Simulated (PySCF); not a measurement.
C$_{6}$H$_{11}$N$_{2}$, charge +1, singlet, at a GFN2-xTB geometry. Base run: PySCF with TPSS/3-21G.

The PySCF input:
```python
from pyscf import gto, scf, dft

mol = gto.M(
    atom='''
C    -2.68196185    0.99122374   -0.49554019
C    -2.09887692   -0.23485872    0.20020805
N    -0.66386583   -0.29450999    0.01786549
C    -0.02453510   -0.79709834   -1.07331337
C     1.31108648   -0.61086882   -0.88318533
N     1.46584888    0.00736899    0.32043521
C     2.72431158    0.38045671    0.90796329
C     0.25783260    0.19065932    0.84516364
H    -2.27351643    1.90736159   -0.07654291
H    -3.75875413    1.00280061   -0.35869870
H    -2.47302271    0.96907266   -1.56192062
H    -2.31058285   -0.20007830    1.27034659
H    -2.53345090   -1.14580533   -0.21616344
H    -0.54762011   -1.24869866   -1.89151947
H     2.14080897   -0.87225024   -1.50791342
H     3.26113630    1.05838696    0.24353508
H     2.55709078    0.87474933    1.86214129
H     3.34039658   -0.50519784    1.06829651
H     0.05649261    0.65256260    1.79255739
''',
    basis='3-21g',
    charge=1,
    verbose=5,
)

mf = dft.RKS(mol)
mf.xc = 'tpss'
mf.kernel()
```

Each row names what was changed in the base input (with any setting that the change needs).

| change | ΔE vs base (mEh) | fitting functions |
|---|---|---|
| base | 0.000 | - |
| auxbasis = def2-universal-jfit | -0.791 | 513 |
| auxbasis = cc-pvdz-jkfit | -0.365 | 813 |
| auxbasis = default (with mf = mf.density_fit()) | -0.444 | 802 |
| auxbasis = def2-tzvp-ri | -0.449 | 773 |
| auxbasis = cc-pvtz-jkfit | -0.212 | 962 |
| auxbasis = autoaux | -11.934 | 671 |
| auxbasis = def2-svp-ri | -15.537 | 538 |
| auxbasis = cc-pvtz-ri | -0.287 | 978 |
| auxbasis = def2-universal-jkfit | -0.444 | 802 |

A fitting set is made for a task (jfit for Coulomb, jkfit for Coulomb and exchange, ri for correlation) and for a family of orbital bases.
